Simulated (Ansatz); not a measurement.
Consider the formal exchange of groups at a B–S bond: `BS[SiH](C)Cl` + `CB(C)F` → `BCB(C)F` + `C[SiH](S)Cl`.

Gas-phase electronic energies from Ansatz, PBE0-D4/def2-TZVP geometries. CCSD(T)/CBS adds triple-zeta CCSD(T) − MP2 to the extrapolated MP2 energy (def2 sets, frozen cores). Each species was taken in one conformer, which may not be the lowest.

```json
{"species": "`BS[SiH](C)Cl`", "CCSD(T)/CBS(def2) energy (Eh)": "-1213.19788"}
{"species": "`CB(C)F`", "CCSD(T)/CBS(def2) energy (Eh)": "-204.38401"}
{"species": "`BCB(C)F`", "CCSD(T)/CBS(def2) energy (Eh)": "-229.76146"}
{"species": "`C[SiH](S)Cl`", "CCSD(T)/CBS(def2) energy (Eh)": "-1187.79090"}
```

(1) Work out ΔE.

Largest T1 diagnostic among the species: 0.012.

Results:

(1) ΔE = (-229.76146) + (-1187.79090) − (-1213.19788) − (-204.38401) = 0.02953 Eh = +77.5 kJ/mol.

In def2-TZVPP, CCSD(T) changes the Hartree–Fock value by +7.0 kJ/mol (the triples alone add +2.6 kJ/mol) and MP2 by +9.5 kJ/mol.
